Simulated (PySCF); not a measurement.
# Atomic charges against the basis set

Species: 3,4-dimethylphosphinine, C7H9P.
SMILES with atom numbers: `[CH3:1][c:2]1[cH:3][cH:4][p:5][cH:6][c:7]1[CH3:8]` (hydrogens: H9, H10, H11 on C1; H12 on C3; H13 on C4; H14 on C6; H15, H16, H17 on C8)

PBE0 throughout (PySCF), one geometry, spherical d and f functions. Geometry: PBE0-D3(BJ)/def2-SVP; no solvent, vibrations or thermal averaging. The first 7 of 13 kinds of atom are listed.

Mulliken charges (e):

```tsv
basis	functions	C1	C2	C3	C4	P5	C6	C7
pcSseg-0	94	-0.613	-0.184	-0.093	-0.746	+0.797	-0.687	-0.074
cc-pVDZ	161	-0.001	-0.180	+0.058	-0.167	+0.169	-0.161	-0.126
def2-SVP	161	+0.021	-0.157	+0.025	-0.233	+0.230	-0.251	-0.079
aug-cc-pVDZ	269	+0.271	+0.685	+0.611	+0.040	+0.276	+0.500	-0.144
def2-TZVP	308	-0.377	+0.129	-0.199	-0.184	+0.063	-0.200	-0.009
```

IAO charges (e):

```csv
basis,functions,C1,C2,C3,C4,P5,C6,C7
pcSseg-0,94,-0.425,+0.007,-0.133,-0.361,+0.305,-0.360,+0.016
cc-pVDZ,161,-0.418,+0.017,-0.137,-0.372,+0.347,-0.376,+0.026
def2-SVP,161,-0.407,+0.014,-0.132,-0.371,+0.351,-0.375,+0.026
aug-cc-pVDZ,269,-0.427,+0.018,-0.142,-0.376,+0.343,-0.381,+0.026
def2-TZVP,308,-0.428,+0.016,-0.139,-0.389,+0.368,-0.392,+0.027
```

Hirshfeld charges (e):

```
      basis  functions      C1      C2      C3      C4      P5      C6      C7
   pcSseg-0         94  -0.100  +0.015  -0.048  -0.108  +0.068  -0.114  +0.013
    cc-pVDZ        161  -0.107  +0.014  -0.047  -0.108  +0.058  -0.111  +0.014
   def2-SVP        161  -0.110  +0.013  -0.048  -0.110  +0.067  -0.113  +0.014
aug-cc-pVDZ        269  -0.119  +0.007  -0.051  -0.119  +0.076  -0.119  +0.007
  def2-TZVP        308  -0.115  +0.008  -0.049  -0.116  +0.069  -0.117  +0.009
```

Question: Which scheme is steadiest as the basis changes?

Answer: Largest range over the bases for any column: Hirshfeld 0.02 e, IAO 0.06 e, Mulliken 1.19 e. Hirshfeld charges move least and Mulliken charges most, counted in e.

Question: How much do the charges still move between the two largest bases, aug-cc-pVDZ and def2-TZVP?

Answer: At most, over all atoms: Mulliken 0.908 e, IAO 0.025 e, Hirshfeld 0.007 e.

Question: What do the same runs give for the total energy, the frontier levels and the dipole moment?

Answer: 
```json
{"basis": "pcSseg-0", "energy (Eh)": "-612.0587", "HOMO (eV)": "-6.95", "LUMO (eV)": "-1.28", "μ (D)": "2.87"}
{"basis": "cc-pVDZ", "energy (Eh)": "-613.0682", "HOMO (eV)": "-6.63", "LUMO (eV)": "-1.10", "μ (D)": "2.45"}
{"basis": "def2-SVP", "energy (Eh)": "-612.7531", "HOMO (eV)": "-6.70", "LUMO (eV)": "-1.16", "μ (D)": "2.50"}
{"basis": "aug-cc-pVDZ", "energy (Eh)": "-613.0820", "HOMO (eV)": "-6.74", "LUMO (eV)": "-1.29", "μ (D)": "2.59"}
{"basis": "def2-TZVP", "energy (Eh)": "-613.1551", "HOMO (eV)": "-6.71", "LUMO (eV)": "-1.26", "μ (D)": "2.49"}
```

The dipole is fixed by the density alone, so its range of 0.42 D shows that the density itself changes with the basis, not only its division among atoms.
